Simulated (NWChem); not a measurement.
System: C2H4BNO; SMILES OB1C=NC1

```xyz
9

O     -0.0103    -1.9123     0.0000
B      0.0176    -0.5651     0.0000
C      1.0385     0.6303     0.0000
N      0.1064     1.5355     0.0000
C     -1.0881     0.5874     0.0000
H      0.8764    -2.3056     0.0000
H      2.0979     0.8987     0.0000
H     -1.7134     0.7377     0.8876
H     -1.7134     0.7377    -0.8876
```
Atoms are numbered in this order, from 1.

All runs: NWChem. Structure relaxed at the B3LYP/6-31G* (spherical d) level. Hybrids' shares of exact exchange are those that their runs print; pure functionals count as 0. The functionals differ in more than this share.

| row | share of exact exchange | orbital gap (eV) |
|---|---|---|
| PBE/def2-TZVP | 0.00 | 3.22 |
| LDA (Slater exchange, VWN5)/def2-TZVP | 0.00 | 3.08 |
| B3LYP/def2-TZVP | 0.20 | 5.30 |
| PW6B95/def2-TZVP | 0.28 | withheld |
| Hartree-Fock/def2-TZVP | 1.00 | 13.39 |

Question: Fit a straight line of the last column on the one before it, predict the withheld value, and compare with the run.

Answer: 
1. Means of the 4 shown rows: x = 0.300, y = 6.248. Slope Σ(x − x̄)(y − ȳ)/Σ(x − x̄)² = 6.953/0.6800 = 10.22; intercept 3.182.
2. The shown rows scatter about the line by 0.066 (root mean square); the largest residual is -0.10, at LDA (Slater exchange, VWN5)/def2-TZVP.
3. At x = 0.28 (PW6B95/def2-TZVP; inside the shown range) the line gives 6.04.
4. The run gives 5.97, -0.07 from the line, 1.1 times the scatter.
